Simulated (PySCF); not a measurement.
# Bromine: a sound run and one with changed settings

Sound run: Br²⁺ [Ar] 3d10 4s2 4p3, Br³⁺ [Ar] 3d10 4s2 4p2. Computed with PySCF 2.14 in cc-pVTZ-PP with ECP10MDF (5s4p3d1f, 39 functions), with a scalar-relativistic core potential. In the sound run the correlated levels freeze 3s2 3p6 3d10 outside the core potential. The sound run starts from symmetry-adapted Hartree-Fock orbitals and uses a fine grid where one is needed.

Changed run: a valence shell is frozen. This setting is unsound on purpose.

```json
{"species": "Br²⁺", "method": "MP2", "sound run (hartree)": "-414.43230", "changed run (hartree)": "-414.37064", "converged": "yes"}
{"species": "Br²⁺", "method": "CCSD(T)", "sound run (hartree)": "-414.44959", "changed run (hartree)": "-414.37545", "converged": "yes"}
{"species": "Br³⁺", "method": "MP2", "sound run (hartree)": "-413.14060", "changed run (hartree)": "-413.08661", "converged": "yes"}
{"species": "Br³⁺", "method": "CCSD(T)", "sound run (hartree)": "-413.15827", "changed run (hartree)": "-413.08853", "converged": "yes"}
```

Ionisation energy of Br²⁺:

| method | sound run (eV) | changed run (eV) |
| --- | --- | --- |
| UHF | 34.623 | 34.623 |
| MP2 | 35.149 | 34.940 |
| SCS-MP2 | 34.993 | 34.729 |
| CCSD | 35.113 | 35.014 |
| CCSD(T) | 35.139 | 35.019 |

Freezing a valence shell removes pair correlation that changes on ionisation.

For comparison, NIST gives 34.871 ± 0.019 eV between the lowest levels.
